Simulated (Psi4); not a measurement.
HCl3OTi, singlet, at a GFN2-xTB geometry (such geometries of metal compounds can be far from the true shape); HF/cc-pVDZ (Psi4).

Psi4 was given this input:
```
memory 2 GB

molecule mol {
0 1
Ti   -0.318983    0.164223    0.016657
Cl    1.286542    1.400771   -0.628028
Cl    0.369420   -0.633381    1.863900
Cl   -0.240474   -1.496128   -1.309787
O    -1.799289    0.926331    0.093956
H    -2.651354    1.365001    0.138450
no_reorient
}

set {
  basis cc-pvdz
  reference rhf
}

energy('scf')
print_variables()
```

The log (banner, timings and long lists left out):

```
   => Loading Basis Set <=

    Name: CC-PVDZ
    Role: ORBITAL
    Keyword: BASIS

         ---------------------------------------------------------
                                   SCF
               by Justin Turney, Rob Parrish, Andy Simmonett
                          and Daniel G. A. Smith
                              RHF Reference
         ---------------------------------------------------------

  ==> Geometry <==

    Molecular point group: c1
    Full point group: C1

    Geometry (in Angstrom), charge = 0, multiplicity = 1:

       Center              X                  Y                   Z               Mass
    ------------   -----------------  -----------------  -----------------  -----------------
         TI          -0.335183887948     0.172563589200     0.017503018121    47.947941980000
         CL           1.270341112052     1.409111589200    -0.627181981879    34.968852682000
         CL           0.353219112052    -0.625040410800     1.864746018121    34.968852682000
         CL          -0.256674887948    -1.487787410800    -1.308940981879    34.968852682000
         O           -1.815489887948     0.934671589200     0.094802018121    15.994914619570
         H           -2.667554887948     1.373341589200     0.139296018121     1.007825032230

  Running in c1 symmetry.

  Rotational constants: A =      0.05509  B =      0.05509  C =      0.04309 [cm^-1]
  Rotational constants: A =   1651.59871  B =   1651.59811  C =   1291.69598 [MHz]
  Nuclear repulsion =  555.184687931012036

  Charge       = 0
  Multiplicity = 1
  Electrons    = 82
  Nalpha       = 41
  Nbeta        = 41

  ==> Algorithm <==

  SCF Algorithm Type is DF.
  DIIS enabled.
  MOM disabled.
  Fractional occupation disabled.
  Guess Type is SAD.
  Energy threshold   = 1.00e-06
  Density threshold  = 1.00e-06
  Integral threshold = 1.00e-12

  ==> Primary Basis <==

  Basis Set: CC-PVDZ
    Blend: CC-PVDZ
    Number of shells: 48
    Number of basis functions: 116
    Number of Cartesian functions: 126
    Spherical Harmonics?: true
    Max angular momentum: 3

   => Loading Basis Set <=

    Name: (CC-PVDZ AUX)
    Role: JKFIT
    Keyword: DF_BASIS_SCF

  ==> Integral Setup <==

  SCF_SUBTYPE=INCORE selected. In-core MEM_DF algorithm will be used.
  Using in-core AOs.

  ==> MemDFJK: Density-Fitted J/K Matrices <==

    J tasked:                   Yes
    K tasked:                   Yes
    wK tasked:                   No
    Algorithm:                 Core
    Schwarz Cutoff:           1E-12
    Mask sparsity (%):       0.0000
    Fitting Condition:        1E-10

   => Auxiliary Basis Set <=

  Basis Set: (CC-PVDZ AUX)
    Blend: CC-PVDZ-JKFIT + DEF2-UNIVERSAL-JKFIT
    Number of shells: 199
    Number of basis functions: 693
    Number of Cartesian functions: 873
    Spherical Harmonics?: true
    Max angular momentum: 6

  Minimum eigenvalue in the overlap matrix is 8.4005740259E-05.
  Reciprocal condition number of the overlap matrix is 1.8897421168E-05.
    Using symmetric orthogonalization.

  ==> Pre-Iterations <==

  SCF Guess: Superposition of Atomic Densities via on-the-fly atomic UHF (no occupation information).

   -------------------------
    Irrep   Nso     Nmo
   -------------------------
     A        116     116
   -------------------------
    Total     116     116
   -------------------------

  ==> Iterations <==

                           Total Energy        Delta E     RMS |[F,P]|

   @DF-RHF iter SAD: -2301.49122921189792   -2.30149e+03   0.00000e+00
   @DF-RHF iter   1: -2302.38927256097031   -8.98043e-01   5.95950e-03 ADIIS/DIIS
   @DF-RHF iter   2: -2302.31414103824227    7.51315e-02   7.37792e-03 ADIIS/DIIS
   @DF-RHF iter   3: -2302.60688689909693   -2.92746e-01   7.79936e-04 ADIIS/DIIS
   @DF-RHF iter   4: -2302.61086927924816   -3.98238e-03   2.47828e-04 ADIIS/DIIS
   @DF-RHF iter   5: -2302.61143453187969   -5.65253e-04   8.85511e-05 DIIS
   @DF-RHF iter   6: -2302.61153764003893   -1.03108e-04   2.99474e-05 DIIS
   @DF-RHF iter   7: -2302.61156639744468   -2.87574e-05   9.84242e-06 DIIS
   @DF-RHF iter   8: -2302.61156942789603   -3.03045e-06   2.82322e-06 DIIS
   @DF-RHF iter   9: -2302.61156964108295   -2.13187e-07   5.05910e-07 DIIS
  Energy and wave function converged.

  ==> Post-Iterations <==

    Orbital Energies [Eh]
    ---------------------

    Doubly Occupied:

       1A   -183.558660     2A   -104.830259     3A   -104.830259
       4A   -104.830259     5A    -21.733385     6A    -20.630015
       7A    -18.099780     8A    -18.099616     9A    -18.099616
      10A    -10.561400    11A    -10.561400    12A    -10.561400
      13A     -8.027955    14A     -8.027955    15A     -8.027954
      16A     -8.025950    17A     -8.025950    18A     -8.025950
      19A     -8.025866    20A     -8.025866    21A     -8.025866
      22A     -3.100362    23A     -2.031509    24A     -2.009266
      25A     -2.009265    26A     -1.370138    27A     -1.098055
      28A     -1.083467    29A     -1.083467    30A     -0.773539
      31A     -0.601084    32A     -0.601084    33A     -0.541103
      34A     -0.529473    35A     -0.529473    36A     -0.512344
      37A     -0.512344    38A     -0.509803    39A     -0.463712
      40A     -0.463712    41A     -0.448943

    Virtual:

      42A      0.036914    43A      0.036914    44A      0.047568
      45A      0.059617    46A      0.073347    47A      0.073347
      48A      0.092466    49A      0.092466    50A      0.100779
      51A      0.192985    52A      0.198538    53A      0.198538
      54A      0.207803    55A      0.207803    56A      0.248865
      57A      0.290126    58A      0.351437    59A      0.351437
      60A      0.385433    61A      0.550588    62A      0.682071
      63A      0.682071    64A      0.686869    65A      0.710580
      66A      0.710580    67A      0.760228    68A      0.766001
      69A      0.774831    70A      0.774831    71A      0.852896
      72A      0.852896    73A      0.862491    74A      0.886075
      75A      0.901095    76A      0.901095    77A      0.917336
      78A      0.927669    79A      0.933635    80A      0.933635
      81A      0.956003    82A      0.956004    83A      0.992022
      84A      1.009878    85A      1.009878    86A      1.092722
      87A      1.092722    88A      1.124770    89A      1.199836
      90A      1.219885    91A      1.219885    92A      1.229057
      93A      1.242045    94A      1.242045    95A      1.329194
      96A      1.329194    97A      1.535110    98A      1.563287
      99A      1.563287   100A      1.583052   101A      1.583052
     102A      1.619569   103A      1.670539   104A      1.923672
     105A      1.923673   106A      2.009205   107A      2.122287
     108A      2.181772   109A      2.181773   110A      2.416899
     111A      2.608566   112A      2.939054   113A      2.939054
     114A      3.356045   115A      3.356045   116A      4.233651

    Final Occupation by Irrep:
              A
    DOCC [    41 ]
    NA   [    41 ]
    NB   [    41 ]

  @DF-RHF Final Energy: -2302.61156964108295

   => Energetics <=

    Nuclear Repulsion Energy =            555.1846879310120357
    One-Electron Energy =               -4277.7771110469975611
    Two-Electron Energy =                1419.9808534749026876
    Total Energy =                      -2302.6115696410829514

Computation Completed

Properties will be evaluated at   0.000000,   0.000000,   0.000000 [a0]

Properties computed using the SCF density matrix

 Multipole Moments:

 ------------------------------------------------------------------------------------
     Multipole            Electronic (a.u.)      Nuclear  (a.u.)        Total (a.u.)
 ------------------------------------------------------------------------------------

 L = 1.  Multiply by 2.5417464519 to convert [e a0] to [Debye]
 Dipole X            :          1.1720094           -2.5104422           -1.3384328
 Dipole Y            :         -0.6033850            1.2924542            0.6890692
 Dipole Z            :         -0.0611971            0.1310912            0.0698942
 Magnitude           :                                                    1.5070182

 ------------------------------------------------------------------------------------

  Variable Map:
  ----------------------------------------------------------------------------
  "CURRENT ENERGY"           =>   -2302.611569641083
  "CURRENT REFERENCE ENERGY" =>   -2302.611569641083
  "DD SOLVATION ENERGY"      =>       0.000000000000
  "HF KINETIC ENERGY"        =>    2302.401101694142
  "HF POTENTIAL ENERGY"      =>   -4605.012671335225
  "HF TOTAL ENERGY"          =>   -2302.611569641083
  "HF VIRIAL RATIO"          =>       2.000091412372
  "NUCLEAR REPULSION ENERGY" =>     555.184687931012
  "ONE-ELECTRON ENERGY"      =>   -4277.777111046998
  "PCM POLARIZATION ENERGY"  =>       0.000000000000
  "PE ENERGY"                =>       0.000000000000
  "SCF ITERATION ENERGY"     =>   -2302.611569641083
  "SCF ITERATIONS"           =>       9.000000000000
  "SCF TOTAL ENERGY"         =>   -2302.611569641083
  "TWO-ELECTRON ENERGY"      =>    1419.980853474903

  Array Variable Map:
  ----------------------------------------------------------------------------
  "CURRENT DIPOLE"           =>      -1.338432836484 ... 0.069894168684 1 by 3
  "SCF DIPOLE"               =>      -1.338432836484 ... 0.069894168684 1 by 3
  "SCF TOTAL ENERGIES"       =>   -2301.491229211898 ... -2302.611569641083 1 by 10
```
